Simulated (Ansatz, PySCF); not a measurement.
Reaction R1 + R2 → P1 + P2, each structure at its B3LYP-D3(BJ)/def2-TZVP stationary point, reached from a drawn start (curvature not checked).
R1: SiCl4 (SMILES Cl[Si](Cl)(Cl)Cl), charge 0, multiplicity 1.
P1, Cl4Ti (SMILES [Cl][Ti]([Cl])([Cl])[Cl]) (charge 0, multiplicity 1):
```csv
atom,x (Å),y (Å),z (Å)
Ti,0.0000,0.0000,0.0000
Cl,1.0207,1.9073,0.2421
Cl,0.5368,-0.8715,-1.9211
Cl,0.5951,-1.3497,1.6008
Cl,-2.1526,0.3139,0.0783
```
R2, Cl3FTi (SMILES [F][Ti]([Cl])([Cl])[Cl]) (charge 0, multiplicity 1, Z-matrix in Å and degrees):
```
Ti
F 1 1.7448
Cl 1 2.1798 2 109.35
Cl 1 2.1798 2 109.35 3 120.00
Cl 1 2.1798 2 109.35 3 -120.00
```
P2, Cl3FSi (SMILES F[Si](Cl)(Cl)Cl) (charge 0, multiplicity 1):
```xyz
5

Si    -0.03466    -0.02180     0.05130
Cl     0.54843    -1.61921    -1.04858
Cl    -1.22017     1.20246    -1.04288
Cl     1.57550     0.98598     0.75363
F     -0.86911    -0.54732     1.28653
```

P less R. No zero-point or thermal terms; no spin–orbit coupling.

Run with Ansatz (Gaussian basis) for Hartree–Fock, density functionals and correlated methods; PySCF for the D3/D4 terms. Each number belongs to the level named beside it.

**Question.** One of these levels gives -30.2 kJ/mol for the reaction energy. Name it.
(A) r2SCAN-D3(BJ)/def2-TZVPP
(B) revPBE/def2-TZVPP
(C) PBE/def2-TZVPP
(D) PBE0-D4/def2-TZVPP

**Answer.** A, r2SCAN-D3(BJ)/def2-TZVPP. The others give -21.7 (PBE/def2-TZVPP), -19.8 (revPBE/def2-TZVPP), -26.2 (PBE0-D4/def2-TZVPP)

Ansatz is an electronic-structure program.
